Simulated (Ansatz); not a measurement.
Reaction (redistribution): `C[SiH2][Al]([F])[Cl]` + `OBS` → `C[SiH2]BS` + `[OH][Al]([F])[Cl]`

Gas-phase electronic energies from Ansatz, PBE0-D4/def2-TZVP geometries. CCSD(T)/CBS is the MP2 limit (def2-TZVPP, def2-QZVPP) plus CCSD(T) − MP2 in def2-TZVPP, frozen cores. This one scheme is used for every species. Functionals use def2-TZVPP. B3LYP here is the variant with VWN-RPA as its local correlation; programs differ in this. Each species was taken in one conformer, which may not be the lowest.

CCSD(T)/CBS gives +0.04 eV.

Question: Another level gave +0.13 eV. Which?
A. r2SCAN-D4/def2-TZVPP
B. SCS-MP2/def2-TZVPP
C. PBE0-D4/def2-TZVPP
D. B3LYP/def2-TZVPP

Answer: D. B3LYP 0.13, r2SCAN-D4 0.08, SCS-MP2/def2-TZVPP 0.01, PBE0-D4 0.18 eV.

Largest T1 diagnostic among the species: 0.014.

In def2-TZVPP, CCSD(T) changes the Hartree–Fock value by −0.05 eV (the triples alone add +0.00 eV) and MP2 by −0.10 eV.
